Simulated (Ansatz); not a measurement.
One geometry of the cluster GeS2, several levels of theory.

```yaml
crystal:
  periodic: [false, false, false]
  atoms:
    - {symbol: Ge, position_ang: [-0.000000, 0.000003, -0.000003]}
    - {symbol: S, position_ang: [-0.351991, -1.548288, -1.760858]}
    - {symbol: S, position_ang: [0.351991, 1.548296, 1.760860]}
basis:
  gaussian: {orbitals: def2-TZVP, initial_orbitals: start.molden}
magnetization: {spin_polarized: true, initial_magnetization: 4}
hamiltonian: {xc: {text: "exchange = 0.65*pbe_x + 0.35*exact_x\ncorrelation = pbe_c"}}
scf: {omitted_lower_state_checks: [starts]}
output: {orbitals: {seedname: orbitals}}
```

The file start.molden holds the orbitals of an earlier run on this structure, at another level or in another basis.

```sh
$ ansatz run in.yaml --threads 4 --pin off --events-out ev --progress --plain --max-ram 3916MiB
```

Shortened log:

```
Functional definition: unnamed
763 factors; integrals over basis functions are off by at most 7.5e-4 eV
mean field evaluation 1: about -78172.3043 eV, gradient 3.7e0 eV
mean field evaluation 2: about -78172.3223 eV, gradient 3.5e-2 eV
mean field evaluation 4: about -78172.3955 eV, gradient 1.0e-3 eV
mean field evaluation 8: about -78172.3955 eV, gradient 7.7e-5 eV
mean field -78172.39551574 eV, -2872.7825480507 hartree, gradient 3.2e-6 eV, S^2 6.021253; 0 other end points of the search recorded, 0 dependent functions left out
reference -78172.39553472 eV, -2872.7825487480 hartree; 34, 30 occupied and 88, 92 virtual orbitals, 763 factors
Total energy: -78172.39553472 eV, -2872.7825487480 hartree
Checks for a lower state left out: starts
```

Hardware: 4 threads of Arm Neoverse V2 on a shared host. Wall time 2.8 s.

As the first input, with `hamiltonian: {xc: pbe0, dispersion: d4}` and without the key `scf` (abridged; 12 s):

```
Functional definition: PBE0
mean field evaluation 16: about -78170.4246 eV, gradient 1.2e-1 eV
mean field evaluation 32: about -78170.5395 eV, gradient 7.5e-1 eV
mean field evaluation 64: about -78171.1319 eV, gradient 2.1e-6 eV
mean field evaluation 96: about -78171.0028 eV, gradient 2.7e0 eV
mean field -78171.13186017 eV, -2872.7361095651 hartree, gradient 1.8e-6 eV, S^2 6.017049; 10 other end points of the search recorded, 0 dependent functions left out
Total energy: -78171.21125360 eV, -2872.7390272199 hartree
```

The first input with `hamiltonian: {xc: {text: "exchange = 0.90*pbe_x + 0.10*exact_x\ncorrelation = pbe_c"}}` (abridged; 2.9 s):

```
Functional definition: unnamed
mean field -78169.30022157 eV, -2872.6687980881 hartree, gradient 5.5e-6 eV, S^2 6.011817
Total energy: -78169.30024756 eV, -2872.6687990432 hartree
Checks for a lower state left out: starts
```

As the first input, with `hamiltonian: {xc: pbe}`, `correlation: {method: rpa}` and without the key `output` (abridged; 3.6 s):

```
Functional definition: PBE
mean field evaluation 16: about -78168.1308 eV, gradient 4.7e-1 eV
mean field -78168.13281812 eV, -2872.6258968023 hartree, gradient 8.3e-6 eV, S^2 6.008658; 1 other end points of the search recorded, 0 dependent functions left out
19 core orbitals not correlated: weight in the atoms' cores, before any rotation towards them, 1.000 or more for the frozen orbitals, at most 0.000 for the correlated occupied ones
Total energy: -78127.89975509 eV, -2871.1473590071 hartree
Checks for a lower state left out: starts
```

As the first input, with `hamiltonian: {xc: {name: r2SCANh}, dispersion: d4}` (abridged; 6.5 s):

```
Functional definition: r2SCANh
mean field -78183.82672831 eV, -2873.2026373641 hartree, gradient 4.9e-6 eV, S^2 6.024561
Total energy: -78183.84898747 eV, -2873.2034553732 hartree
Checks for a lower state left out: starts
```

As the first input, with `hamiltonian: {xc: {name: BHLYP}, dispersion: d4}` (abridged; 3 s):

```
Functional definition: BHLYP
mean field -78185.29354843 eV, -2873.2565420093 hartree, gradient 3.0e-6 eV, S^2 6.026597
Total energy: -78185.44894917 eV, -2873.2622528811 hartree
Checks for a lower state left out: starts
```

First input, but with `hamiltonian: {xc: {name: B3LYP}, dispersion: d4}` (abridged; 2.9 s):

```
Functional definition: B3LYP
mean field -78187.98040560 eV, -2873.3552821892 hartree, gradient 3.4e-6 eV, S^2 6.012986
Total energy: -78188.13505533 eV, -2873.3609654619 hartree
Checks for a lower state left out: starts
```

Geometry: PBE0-D4/def2-TZVP.

B3LYP takes the VWN-RPA correlation. Correlated methods freeze 19 core orbitals; core or outer-core shells of Ge are correlated, in sets that lack core-valence functions. At PBE0-D4/def2-TZVP a singlet of charge 0 lies 4.95 eV below the quintet, each at its own geometry. The structure comes from a short search, and lower isomers may exist.
